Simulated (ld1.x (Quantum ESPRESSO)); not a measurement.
**Reading a pseudo-wave (carbon (C))**

Columns: radius, all-electron u(r) and pseudo u(r) of the 2p shell (level -5.29 eV) of carbon in the configuration [He] 2s2 2p2; PBE, non-relativistic, PAW scheme, ld1.x (Quantum ESPRESSO) 7.5.

```json
{"r (bohr)": "0.118", "all-electron": "0.0626", "pseudo": "0.0101"}
{"r (bohr)": "0.235", "all-electron": "0.1829", "pseudo": "0.0395"}
{"r (bohr)": "0.353", "all-electron": "0.3110", "pseudo": "0.0865"}
{"r (bohr)": "0.470", "all-electron": "0.4242", "pseudo": "0.1471"}
{"r (bohr)": "0.588", "all-electron": "0.5177", "pseudo": "0.2182"}
{"r (bohr)": "0.705", "all-electron": "0.5901", "pseudo": "0.2939"}
{"r (bohr)": "0.822", "all-electron": "0.6438", "pseudo": "0.3701"}
{"r (bohr)": "0.940", "all-electron": "0.6801", "pseudo": "0.4427"}
{"r (bohr)": "1.058", "all-electron": "0.7008", "pseudo": "0.5071"}
{"r (bohr)": "1.175", "all-electron": "0.7086", "pseudo": "0.5598"}
{"r (bohr)": "1.292", "all-electron": "0.7063", "pseudo": "0.5993"}
{"r (bohr)": "1.410", "all-electron": "0.6961", "pseudo": "0.6250"}
{"r (bohr)": "1.528", "all-electron": "0.6797", "pseudo": "0.6368"}
{"r (bohr)": "1.645", "all-electron": "0.6591", "pseudo": "0.6360"}
{"r (bohr)": "1.763", "all-electron": "0.6352", "pseudo": "0.6249"}
{"r (bohr)": "1.880", "all-electron": "0.6095", "pseudo": "0.6059"}
{"r (bohr)": "1.998", "all-electron": "0.5822", "pseudo": "0.5816"}
{"r (bohr)": "2.115", "all-electron": "0.5546", "pseudo": "0.5547"}
{"r (bohr)": "2.232", "all-electron": "0.5268", "pseudo": "0.5268"}
{"r (bohr)": "2.350", "all-electron": "0.4990", "pseudo": "0.4990"}
{"r (bohr)": "2.468", "all-electron": "0.4717", "pseudo": "0.4717"}
{"r (bohr)": "2.585", "all-electron": "0.4454", "pseudo": "0.4454"}
{"r (bohr)": "2.702", "all-electron": "0.4200", "pseudo": "0.4200"}
{"r (bohr)": "2.820", "all-electron": "0.3954", "pseudo": "0.3954"}
{"r (bohr)": "2.938", "all-electron": "0.3718", "pseudo": "0.3718"}
{"r (bohr)": "3.055", "all-electron": "0.3496", "pseudo": "0.3496"}
```

(1) How many radial nodes do the two functions have?

(2) At about which radius was the pseudo-wave matched?

(3) Where does each function peak?

(4) Is the pseudo-wave norm-conserving?

Answers

(1) The all-electron 2p function has n − l − 1 = 0; the pseudo-wave has 0.

(2) 2.35 bohr. The columns agree to 0.0005 from 2.12 bohr on; several derivatives are matched, so the curves merge somewhat inside the radius.

(3) Outermost all-electron maximum near 1.18 bohr, pseudo maximum near 1.53 bohr (to the table’s step).

(4) No, it belongs to a PAW set: the norm inside the radius is not constrained, and the difference is carried by the augmentation charge.
